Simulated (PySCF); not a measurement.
**Cost of excited-state runs on `CNc1ccc(N)cc1`, C7H10N2**

Numbering as in the mapped SMILES `[CH3:1][NH:2][c:3]1[cH:4][cH:5][c:6]([NH2:7])[cH:8][cH:9]1`. Hydrogens are named by the atom that carries them.

PySCF with density fitting, on 1 thread of an Arm Neoverse V2, shared host. Command: `OMP_NUM_THREADS=1 python excited_run.py task.json out`

**Question.** How long does each of these runs take, and how much memory?
- first hyperpolarisability, CAM-B3LYP/aug-cc-pVDZ; writes grids
- excited states, CAM-B3LYP/aug-cc-pVDZ; Tamm-Dancoff; spin-orbit couplings; 6 states; 5 triplets; quadratic response for 4 states; writes grids
- excited states, CAM-B3LYP/aug-cc-pVDZ; two-photon moments; 8 states; quadratic response for 6 states; 0 triplets

**Answer.** 
```
                      run                  level  basis functions  wall time  peak memory (GiB)
first hyperpolarisability  CAM-B3LYP/aug-cc-pVDZ              297       74 s                1.3
           excited states  CAM-B3LYP/aug-cc-pVDZ              297       80 s                1.3
           excited states  CAM-B3LYP/aug-cc-pVDZ              297       89 s                1.3
```
Times from a shared host are rough.
